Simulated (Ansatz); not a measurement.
Geometry optimisation, Ansatz 0.2.0, RKS PBE-D4/def2-SVP.

Input:

```yaml
crystal:
  periodic: [false, false, false]
  atoms:
    - { symbol: C, position_ang: [-0.4645, -1.2536, 2.0056] }
    - { symbol: S, position_ang: [-1.1223, 0.486, 1.7528] }
    - { symbol: C, position_ang: [0.1181, 0.8824, 0.5389] }
    - { symbol: C, position_ang: [0.5907, 0.8891, -0.8426] }
    - { symbol: C, position_ang: [0.0929, 0.5426, -2.2447] }
    - { symbol: Te, position_ang: [2.0064, 1.6274, 0.2933] }
    - { symbol: H, position_ang: [-0.5274, -1.7645, 1.0388] }
    - { symbol: H, position_ang: [0.5692, -1.1735, 2.3658] }
    - { symbol: H, position_ang: [-1.1528, -1.7049, 2.7792] }
    - { symbol: H, position_ang: [0.9091, 0.805, -2.9109] }
    - { symbol: H, position_ang: [-0.1454, -0.5337, -2.2757] }
    - { symbol: H, position_ang: [-0.7971, 1.1425, -2.4666] }
basis:
  gaussian: { orbitals: def2-SVP }
hamiltonian:
  xc: pbe
  dispersion: d4
relax:
  f_tol: 0.015
  max_steps: 40
```

Run as:

```bash
$ ansatz run input.yaml --threads 2 --pin off --max-ram 3072MiB --backend cpu --events-out ev --progress --plain --runs-dir out
```

Problem. Where does it end, and by what steps?

Solution. The forces met the threshold. After 23 steps the energy has fallen by 1.700 eV; H11 moved furthest, 1.18 Å.

| step | energy less start (eV) | largest force component (eV/Å) | accepted |
| --- | --- | --- | --- |
| 0 | 0.0000 | 6.033 | yes |
| 1 | -1.3638 | 1.747 | yes |
| 2 | -1.5094 | 1.425 | yes |
| 3 | -1.5266 | 0.416 | yes |
| 4 | -1.5618 | 0.196 | yes |
| 5 | -1.5836 | 0.276 | yes |
| 6 | -1.5980 | 0.398 | yes |
| 7 | -1.6138 | 0.312 | yes |
| 8 | -1.6276 | 0.167 | yes |
| 9 | -1.6315 | 0.123 | yes |
| 10 | -1.6332 | 0.129 | yes |
| 11 | -1.6357 | 0.093 | yes |
| 12 | -1.6376 | 0.321 | yes |
| 13 | -1.6476 | 0.168 | yes |
| 14 | -1.6712 | 0.183 | yes |
| 15 | -1.6794 | 0.185 | yes |
| 16 | -1.6770 | 0.571 | no |
| 17 | -1.6864 | 0.092 | yes |
| 18 | -1.6945 | 0.053 | yes |
| 19 | -1.6975 | 0.143 | yes |
| 20 | -1.6991 | 0.075 | yes |
| 21 | -1.6999 | 0.024 | yes |
| 22 | -1.6924 | 0.225 | no |
| 23 | -1.7000 | 0.014 | yes |

```xyz
12
Properties=species:S:1:pos:R:3
C -0.376 -1.297 2.362
S -1.333 -0.382 1.104
C -0.071 0.287 0.162
C 0.333 0.731 -0.996
C 0.112 0.864 -2.444
Te 1.840 1.449 0.472
H 0.094 -2.201 1.931
H 0.402 -0.629 2.783
H -1.095 -1.583 3.152
H 0.970 0.453 -3.016
H -0.809 0.321 -2.745
H 0.009 1.932 -2.731
```

Time of the run: 74 s on 2 threads of AMD EPYC 7R13 Processor (Zen 3), on a shared host, peak memory 0.2 GiB.
